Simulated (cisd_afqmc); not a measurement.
Input (AFQMC/CISD/cc-pV(D+d)Z; cisd_afqmc is a phaseless AFQMC code with CISD trial states that reads the integrals written by Ansatz): A basis named .json is the Basis Set Exchange file of that set.

Ansatz 0.2 input:
```python
import cisd_afqmc

open("ham.yaml", "w").write("""\
crystal:
  periodic: [false, false, false]
  atoms:
    - {symbol: Si, position_ang: [0.07253598, -0.53002371, 0.04682337]}
    - {symbol: O, position_ang: [-0.21538063, 1.00680148, -0.08995320]}
    - {symbol: H, position_ang: [-1.13206193, -1.35482793, 0.10253438]}
    - {symbol: H, position_ang: [1.44688769, -1.03755037, 0.10864936]}
    - {symbol: H, position_ang: [0.39271559, 1.75829848, -0.14708533]}
basis:
  gaussian:
    orbitals: cc-pV_D+d_Z.json
total_charge: 1
magnetization: {spin_polarized: false}
correlation: {method: ccsd, electrons: outside_noble_gas, hamiltonian_folder: ham}
""")
rep = cisd_afqmc.ansatz("ham.yaml")
e_ccsd = rep["correlation"]["coupled_cluster"]["energy"]["hartree"]
out = cisd_afqmc.run("ham", e_ccsd, trial="CISD", walkers=200, populations=8, threads=8, dt=0.005, steps=40, early=24, settle=10, least=32,
    cut=5e-5, rank_cut=2e-4, target=0.0004, seconds=1500, seed=1, memory=17280, gpu=False)
```

Output:

```
orbitals 46, occupied [6], factors 272 of 513, rank of the doubles 105 of 240
E(HF) = -365.289105
E(CCSD) on the cut factors = -365.581467, shift to the whole factors -0.000012
Energy of the trial state on the determinant = -365.581483
  tau behind 7.2 of longer steps, mean of the populations' last blocks
   2.0  -365.58856
   4.0  -365.58936
   6.0  -365.58949
   8.0  -365.58994
blocks 352 (0 outliers left out), error by blocks joined: 1: 0.00018, 2: 0.00022, 4: 0.00024, 8: 0.00026, 16: 0.00030
E(AFQMC/CISD) = -365.58954 +/- 0.00030
```
